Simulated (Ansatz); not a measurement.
Total energies of `CO[SiH2][SiH2]O`.

Cartesian coordinates in Å:
```
C -0.772 1.368 -1.631
O -0.536 0.516 -0.531
Si 0.958 -0.129 -0.199
Si 0.413 -1.356 1.733
O -1.182 -1.012 1.991
H -1.826 1.651 -1.628
H -0.548 0.864 -2.578
H -0.166 2.278 -1.565
H 1.954 0.966 -0.002
H 1.436 -0.937 -1.360
H 0.608 -2.819 1.543
H 1.223 -0.949 2.913
H -1.562 -0.442 1.315
```

Charge 0, multiplicity 1. The structure was optimised at the PBE0-D4/def2-TZVP level. It is one conformer, not always the lowest. Basis def2-TZVPP, the Gaussian-basis code of Ansatz.

RPA on PBE orbitals: Hartree–Fock energy of these orbitals -770.22481 Eh, correlation -1.51498 Eh (frozen core).

```csv
functional,energy without D4 (Eh),D4 term (kJ/mol)
LDA (SPW92),-768.70553,–
PBE,-771.99082,-26.4
r2SCAN,-772.36464,-6.7
B97M-V,-772.32482,–
PBE0,-772.05942,-22.5
B3LYP,-772.56972,-42.5
r2SCAN0,-772.33208,-7.9
HSE06 (plane-wave form),-772.03655,-21.0
BHLYP,-772.42224,-33.2
CAM-B3LYP,-772.46255,-22.9
LC-ωPBE,-772.22831,–
ωB97X-V,-772.36649,–
ωB97M-V,-772.39657,–
PBE-QIDH,-771.86735,–
```

Task: Give the same for revPBE, BLYP, r2SCANh, B2PLYP. (Estimate.)

Result: The calculation gave: 
```json
{"functional": "revPBE", "energy without D4 (Eh)": "-772.32722", "D4 term (kJ/mol)": "-77.7"}
{"functional": "BLYP", "energy without D4 (Eh)": "-772.45595", "D4 term (kJ/mol)": "-57.4"}
{"functional": "r2SCANh", "energy without D4 (Eh)": "-772.35108", "D4 term (kJ/mol)": "-7.1"}
{"functional": "B2PLYP", "energy without D4 (Eh)": "-772.14035", "D4 term (kJ/mol)": "–"}
```

B3LYP takes the VWN-RPA correlation (the form of Gaussian; ORCA's B3LYP/G). HSE06 is the plane-wave form, built on full-range PBE exchange. The double hybrids freeze the cores in their second-order part.

LC-ωPBE has ω = 0.4 bohr⁻¹.
